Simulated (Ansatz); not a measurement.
The same group exchange along the group F, Cl, Br.

Calculated with Ansatz (gas phase, PBE0-D4/def2-TZVP geometries, no zero-point term in ΔE). CBS: MP2 limit from def2 TZ/QZ plus the TZ coupled-cluster correction, frozen cores. This one scheme is used for every species. DFT in def2-TZVPP. For Br outer-core shells are correlated without core-valence functions, which leaves a few kJ/mol of doubt a bond. Scalar relativity is left out up to krypton. One conformer a species, not always the lowest.

```tsv
reaction	ωB97M-V (eV)	MP2/CBS(def2) (eV)	CCSD(T)/CBS(def2) (eV)
`OB(F)O[SiH3]` + SiH₄ → `OB([SiH3])O[SiH3]` + H–F	1.75	1.66	1.65
`OB(Cl)O[SiH3]` + SiH₄ → `OB([SiH3])O[SiH3]` + HCl	1.15	1.18	1.10
`OB(Br)O[SiH3]` + SiH₄ → `OB([SiH3])O[SiH3]` + HBr	1.06	1.15	1.05
```

Largest T1 diagnostic: 0.014, for `OB([SiH3])O[SiH3]`.
